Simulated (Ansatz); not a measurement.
`C[N](C)[Zr]([Cl])([Br])[N](C)C` and `C[N](C)[Zr]([Cl])([N](C)C)[N](C)C` differ in one atom or group.

Ansatz, PBE0-D4/def2-TZVP geometries, multiplicity 1. Each molecule was computed in one conformer, which needn't be the lowest.

Elements past krypton have def2 core potentials. Scalar relativity is left out up to krypton.

```csv
property,`C[N](C)[Zr]([Cl])([Br])[N](C)C`
size of the dipole moment (B3LYP/def2-TZVPP) / D,4.11
HOMO energy (ωB97M-V/def2-TZVPP) / eV,-9.07
HOMO energy (PBE/def2-TZVPP) / eV,-5.61
LUMO energy (ωB97M-V/def2-TZVPP) / eV,0.81
HOMO–LUMO gap (B3LYP/def2-TZVPP) / eV,5.21
HOMO energy (PBE0/def2-TZVPP) / eV,-6.84
```

Question: Give the same properties after the change, and the shifts. (An estimate is asked.)

Answer: Ansatz gave: 
| property | `C[N](C)[Zr]([Cl])([N](C)C)[N](C)C` | shift |
| --- | --- | --- |
| size of the dipole moment (B3LYP/def2-TZVPP) / D | 3.23 | -0.88 |
| HOMO energy (ωB97M-V/def2-TZVPP) / eV | -8.69 | 0.38 |
| HOMO energy (PBE/def2-TZVPP) / eV | -5.15 | 0.46 |
| LUMO energy (ωB97M-V/def2-TZVPP) / eV | 1.20 | 0.39 |
| HOMO–LUMO gap (B3LYP/def2-TZVPP) / eV | 5.85 | 0.64 |
| HOMO energy (PBE0/def2-TZVPP) / eV | -6.39 | 0.45 |

With PBE0 the HOMO rises by 0.45 eV and the LUMO rises by 1.09 eV, so the gap widens by about 0.64 eV. PBE moves the HOMO by 0.46 eV and ωB97M-V by 0.38 eV. Dipoles are sizes alone; their direction can turn.

B3LYP here is the variant with VWN-RPA as its local correlation; programs differ in this.

Spin–orbit coupling is left out; it splits and shifts lone-pair levels of the heavy atoms by tenths of an eV.
